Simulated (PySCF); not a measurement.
Shapes and spin states of Re(OH)₃

All numbers come from PBE0 in PySCF with Re def2-SVP with ECP60, O def2-SVP, H def2-SVP; scalar-relativistic core potentials, no spin–orbit coupling; density-fitted integrals.

Relaxations began from a few typed shapes and spin states; open shells are unrestricted. The search is not exhaustive: other isomers or separated fragments can lie lower, and high-lying points may rest on an excited occupation.

| spin | group | bonds | angles | imaginary modes (cm⁻¹) | ΔE (kJ/mol) | ΔE with ZPE (kJ/mol) |
| --- | --- | --- | --- | --- | --- | --- |
| triplet | C3v | O–H 0.970 Å (×3), Re–O 1.858 Å (×3) | H–O–Re 116.2° (×3), O–Re–O 120.0° (×3) | none | 0.0 | 0.0 |
| quintet | C1 | O–H 0.964 Å (×2), O–H 0.970 Å, Re–O 1.915 Å (×2), Re–O 1.946 Å | H–O–Re 113.4°, H–O–Re 116.8°, H–O–Re 127.4°, O–Re–O 82.8°, O–Re–O 132.5° | none | 68.6 | 67.4 |
| singlet | Cs | O–H 0.961 Å (×2), O–H 0.973 Å, Re–O 1.819 Å (×2), Re–O 1.872 Å | H–O–Re 111.2°, H–O–Re 139.0° (×2), O–Re–O 104.9° (×2), O–Re–O 148.7° | none | 87.7 | 88.0 |
| triplet | C3h | O–H 0.961 Å (×3), Re–O 1.858 Å (×3) | H–O–Re 132.6° (×3), O–Re–O 120.0° (×3) | 761i, 689i, 689i | 103.9 | – |

The lowest minimum found is the triplet C3v: O–H 0.970 Å (×3), Re–O 1.858 Å (×3); H–O–Re 116.2° (×3), O–Re–O 120.0° (×3).

For the lowest minimum: other spin states or occupations of the open shell can lie lower. Spin–orbit coupling, left out here, can matter for elements this heavy.
